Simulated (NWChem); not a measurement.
System: Si₂NH₅F₂; SMILES N[Si](F)([SiH3])F

Here is an NWChem input.

```
start job
memory heap 200 mb stack 900 mb global 1100 mb
geometry units angstroms noautosym nocenter noautoz
  N     -1.529307    -1.054709    -0.354512
  Si     0.017592    -0.428205    -0.029226
  F      0.493788    -1.091619     1.369461
  F      1.156501    -0.892719    -1.091830
  Si     0.028012     1.901385     0.052337
  H     -1.765966    -2.016505    -0.134868
  H     -2.115308    -0.676301    -1.088848
  H      1.423272     2.418612     0.167913
  H     -0.585325     2.431214    -1.205208
  H     -0.779259     2.375154     1.215860
end
basis spherical
  N library 6-31g*
  Si library 6-31g*
  F library 6-31g*
  H library 6-31g*
end
dft
  xc b3lyp
  iterations 150
end
property
  response 1 0.0773
end
task dft property
```

NWChem printed, in part:

```
             Northwest Computational Chemistry Package (NWChem) 7.3.0
             --------------------------------------------------------

                             Geometry "geometry" -> ""
                             -------------------------

 Output coordinates in angstroms (scale by  1.889725989 to convert to a.u.)

  No.       Tag          Charge          X              Y              Z
 ---- ---------------- ---------- -------------- -------------- --------------
    1 N                    7.0000    -1.52930700    -1.05470900    -0.35451200
    2 Si                  14.0000     0.01759200    -0.42820500    -0.02922600
    3 F                    9.0000     0.49378800    -1.09161900     1.36946100
    4 F                    9.0000     1.15650100    -0.89271900    -1.09183000
    5 Si                  14.0000     0.02801200     1.90138500     0.05233700
    6 H                    1.0000    -1.76596600    -2.01650500    -0.13486800
    7 H                    1.0000    -2.11530800    -0.67630100    -1.08884800
    8 H                    1.0000     1.42327200     2.41861200     0.16791300
    9 H                    1.0000    -0.58532500     2.43121400    -1.20520800
   10 H                    1.0000    -0.77925900     2.37515400     1.21586000

 Effective nuclear repulsion energy (a.u.)     311.5345620085

                              NWChem Property Module
                              ----------------------

                                 NWChem DFT Module
                                 -----------------

 Summary of "ao basis" -> "ao basis" (spherical)
 ------------------------------------------------------------------------------
       Tag                 Description            Shells   Functions and Types
 ---------------- ------------------------------  ------  ---------------------
 N                           6-31g*                  6       14   3s2p1d
 Si                          6-31g*                  8       18   4s3p1d
 F                           6-31g*                  6       14   3s2p1d
 H                           6-31g*                  2        2   2s

            General Information
            -------------------
          SCF calculation type: DFT
          Wavefunction type:  closed shell.
          No. of atoms     :    10
          No. of electrons :    58
           Alpha electrons :    29
            Beta electrons :    29
          Charge           :     0
          Spin multiplicity:     1
          Use of symmetry is: off; symmetry adaption is: off
          Maximum number of iterations: 150
          AO basis - number of functions:    88
                     number of shells:    44
          Convergence on energy requested:  1.00D-06
          Convergence on density requested:  1.00D-05
          Convergence on gradient requested:  5.00D-04

              XC Information
              --------------
                         B3LYP Method XC Potential
                     Hartree-Fock (Exact) Exchange  0.200
                        Slater Exchange Functional  0.800 local
                    Becke 1988 Exchange Functional  0.720 non-local
              Lee-Yang-Parr Correlation Functional  0.810
                  VWN I RPA Correlation Functional  0.190 local

             Grid Information
             ----------------
          Grid used for XC integration:  medium
          Radial quadrature: Mura-Knowles
          Angular quadrature: Lebedev.
          Tag              B.-S. Rad. Rad. Pts. Rad. Cut. Ang. Pts.
          ---              ---------- --------- --------- ---------
          N                   0.65       49          11.0       434
          Si                  1.10       88          11.0       590
          F                   0.50       49          11.0       434
          H                   0.35       45          12.0       434
          Grid pruning is: on
          Number of quadrature shells:   548
          Spatial weights used:  Erf1

      Superposition of Atomic Density Guess
      -------------------------------------

 Sum of atomic energies:        -833.16418003

      Non-variational initial energy
      ------------------------------

 Total energy =    -834.547720
 1-e energy   =   -1776.187638
 2-e energy   =     630.105356
 HOMO         =      -0.344837
 LUMO         =       0.055501

   convergence    iter        energy       DeltaE   RMS-Dens  Diis-err
 ---------------- ----- ----------------- --------- --------- ---------
 d= 0,ls=0.0,diis     1   -836.4744276574 -1.15D+03  1.74D-02  8.77D-01
 d= 0,ls=0.0,diis     2   -836.4371916802  3.72D-02  8.41D-03  1.59D+00
 d= 0,ls=0.0,diis     3   -836.5729602986 -1.36D-01  1.14D-03  2.22D-02
 d= 0,ls=0.0,diis     4   -836.5742327956 -1.27D-03  4.97D-04  4.20D-03
 d= 0,ls=0.0,diis     5   -836.5746513981 -4.19D-04  1.29D-04  3.69D-04
  Resetting Diis
 d= 0,ls=0.0,diis     6   -836.5746907989 -3.94D-05  2.99D-05  4.37D-06
 d= 0,ls=0.0,diis     7   -836.5746914192 -6.20D-07  1.19D-05  5.16D-07
 d= 0,ls=0.0,diis     8   -836.5746913818  3.74D-08  6.41D-06  1.05D-06

         Total DFT energy =     -836.574691381812
      One electron energy =    -1780.103367706680
           Coulomb energy =      703.759559572130
    Exchange-Corr. energy =      -71.765445255784
 Nuclear repulsion energy =      311.534562008521

 Numeric. integr. density =       57.999986098135

                       DFT Final Molecular Orbital Analysis
                       ------------------------------------

 Vector   27  Occ=2.000000D+00  E=-3.583995D-01
              MO Center= -1.1D-01,  2.1D+00,  4.8D-01, r^2= 2.5D+00
   Bfn.  Coefficient  Atom+Function         Bfn.  Coefficient  Atom+Function
  ----- ------------  ---------------      ----- ------------  ---------------
    69     -0.299901   5 Si pz               88     -0.296154  10 H  s
    67      0.273460   5 Si px               87     -0.271229  10 H  s
    84      0.183212   8 H  s                83      0.171457   8 H  s
    86      0.126294   9 H  s                65      0.124891   5 Si pz
    63     -0.113823   5 Si px               85      0.107636   9 H  s

 Vector   28  Occ=2.000000D+00  E=-3.098382D-01
              MO Center= -7.8D-02,  5.9D-01, -5.5D-03, r^2= 3.4D+00
   Bfn.  Coefficient  Atom+Function         Bfn.  Coefficient  Atom+Function
  ----- ------------  ---------------      ----- ------------  ---------------
    68      0.402149   5 Si py               22     -0.334875   2 Si py
    50      0.206946   4 F  py               20     -0.202527   2 Si s
     3      0.195128   1 N  px               36      0.192140   3 F  py
    72      0.161398   5 Si py               64     -0.156659   5 Si py
    70     -0.156392   5 Si s                54      0.152125   4 F  py

 Vector   29  Occ=2.000000D+00  E=-2.818368D-01
              MO Center= -1.2D+00, -8.3D-01, -3.0D-01, r^2= 1.9D+00
   Bfn.  Coefficient  Atom+Function         Bfn.  Coefficient  Atom+Function
  ----- ------------  ---------------      ----- ------------  ---------------
     5      0.421895   1 N  pz                9      0.352088   1 N  pz
     4      0.245382   1 N  py                3     -0.242894   1 N  px
     7     -0.216781   1 N  px                8      0.202782   1 N  py
    49     -0.147533   4 F  px               68      0.132738   5 Si py
     6      0.116121   1 N  s                53     -0.105100   4 F  px

 Vector   30  Occ=0.000000D+00  E= 5.106746D-03
              MO Center= -4.2D-02,  8.0D-01,  4.4D-02, r^2= 4.7D+00
   Bfn.  Coefficient  Atom+Function         Bfn.  Coefficient  Atom+Function
  ----- ------------  ---------------      ----- ------------  ---------------
    86      0.706970   9 H  s                73      0.631785   5 Si pz
    84     -0.449359   8 H  s                71      0.424184   5 Si px
     6      0.415846   1 N  s                27      0.327321   2 Si pz
    80     -0.299073   6 H  s                88     -0.292968  10 H  s
    23      0.258299   2 Si pz               38     -0.216076   3 F  s

 Vector   31  Occ=0.000000D+00  E= 2.050576D-02
              MO Center= -1.6D-01,  1.0D+00, -1.1D-01, r^2= 4.8D+00
   Bfn.  Coefficient  Atom+Function         Bfn.  Coefficient  Atom+Function
  ----- ------------  ---------------      ----- ------------  ---------------
    71      0.771336   5 Si px               88      0.748418  10 H  s
    84     -0.664522   8 H  s                 6      0.476803   1 N  s
    73     -0.461929   5 Si pz               80     -0.240326   6 H  s
    67      0.239058   5 Si px               25      0.216464   2 Si px
    82     -0.214570   7 H  s                52     -0.190231   4 F  s

 Vector   32  Occ=0.000000D+00  E= 3.879792D-02
              MO Center= -8.1D-02,  1.6D+00,  2.6D-02, r^2= 5.9D+00
   Bfn.  Coefficient  Atom+Function         Bfn.  Coefficient  Atom+Function
  ----- ------------  ---------------      ----- ------------  ---------------
    24      1.515436   2 Si s                72      1.337681   5 Si py
     6     -0.568590   1 N  s                70     -0.511209   5 Si s
    26      0.440810   2 Si py               20      0.357252   2 Si s
    80      0.330608   6 H  s                22      0.278655   2 Si py
    66     -0.248196   5 Si s                84     -0.248508   8 H  s

     Multipole analysis of the density
     ---------------------------------

     L   x y z        total         alpha         beta         nuclear
     -   - - -        -----         -----         ----         -------
     0   0 0 0      0.000000    -29.000000    -29.000000     58.000000

     1   1 0 0     -0.911382     -1.365898     -1.365898      1.820415
     1   0 1 0      0.072594      0.116904      0.116904     -0.161214
     1   0 0 1     -0.380975      0.475170      0.475170     -1.331316

     2   2 0 0    -31.156142    -89.119471    -89.119471    147.082800
     2   1 1 0      3.043752     -3.741846     -3.741846     10.527444
     2   1 0 1      2.381201     -0.717231     -0.717231      3.815663
     2   0 2 0    -31.306104   -195.617464   -195.617464    359.928824
     2   0 1 1      0.469672     -1.329018     -1.329018      3.127707
     2   0 0 2    -33.785083    -75.280370    -75.280370    116.775658

 *** CALLING NEW AORESP DRIVER FOR CLOSED AND OPEN SHELLS ***
 Entering AOResponse driver routine

--------------------------------------------------------------------------------

          -----------------------------------------------
          Solving response equations for perturbing field
          -----------------------------------------------

 number of frequencies:     1
 frequency in a.u.:  0.7730000E-01
 Perturbing field: electric
 Using El. Dipole Length Gauge

 Setting up CPKS with frequency omega =      0.07730000 a.u.

                            NWChem Dynamic CPHF Module
                            --------------------------

    scftype = RHF
    nclosed =   29
      nopen =    0
  variables =     3422
  num. vecs =        3
  tolerance =   1.0D-04
  max. iter =   50

 SCF residual:    1.5103873208649970E-004

Iterative solution of linear equations
  No. of variables     3422
  No. of equations        3
  Maximum subspace       30
       Convergence  1.0D-04

   iter   nsub   residual    time
   ----  ------  --------  ---------
     1      3    2.04D+00      20.2
     2      6    1.59D+00      28.2
     3      9    5.14D-01      37.2
     4     12    4.66D-02      43.7
     5     15    9.80D-03      49.7
     6     18    1.83D-03      55.4
     7     21    1.60D-04      62.0
     8     24    2.39D-05      70.2

 Electric Dipole Response Matrix (nonzero elements):

              1        2        3
    1   49.2050   3.7374   1.6988
    2    3.7374  60.3847   0.4102
    3    1.6988   0.4102  44.4417

 ------------------------------------------
 average:        51.34381 + I       0.00000

 DFT Linear Response polarizability / au
 Frequency  =       0.0773000 / au
 Wavelength =     589.4353558 / nm
              X              Y              Z
 -----------------------------------------------
 X      49.2049621      3.7373976      1.6988176
 Y       3.7374475     60.3847472      0.4102178
 Z       1.6988277      0.4101751     44.4417301
 -----------------------------------------------
 Eigenvalues =      48.6075745     61.5653561     43.8585088
 Isotropic   =      51.3438131
 Anisotropic =      15.8743531
 -----------------------------------------------

 Magnetic Dipole Response Matrix (nonzero elements):
```

Level: B3LYP/6-31G* (spherical d). The geometry was optimised at PBE0/def2-SVP.
